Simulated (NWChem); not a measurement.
System: C2H2ClI; SMILES Cl/C=C\I

Input file for NWChem:

```
start job
memory heap 200 mb stack 900 mb global 1100 mb
geometry units angstroms noautoz
  Cl     0.609185     2.421369     0.000000
  C     -0.968365     1.755236     0.000000
  C     -1.265427     0.455878     0.000000
  I      0.112311    -1.097626     0.000000
  H     -1.766927     2.502801     0.000000
  H     -2.309460     0.136124     0.000000
end
basis spherical
  * library def2-svp
end
ecp
  I library def2-ecp
end
dft
  xc b3pw91
  iterations 150
  mulliken
end
task dft energy
```

Structure relaxed at the PBE0/def2-SVP level. def2 effective core potentials on I; no spin-orbit coupling.

Problem. Give the results of this calculation. (B3PW91/def2-SVP with def2 effective core potentials on I.) Quantities: energy (Ha); highest occupied level (eV); orbital gap (eV); dipole (D).

Solution. 
- energy (Ha) = -835.15
- highest occupied level (eV) = -6.82
- orbital gap (eV) = 5.87
- dipole (D) = 1.43
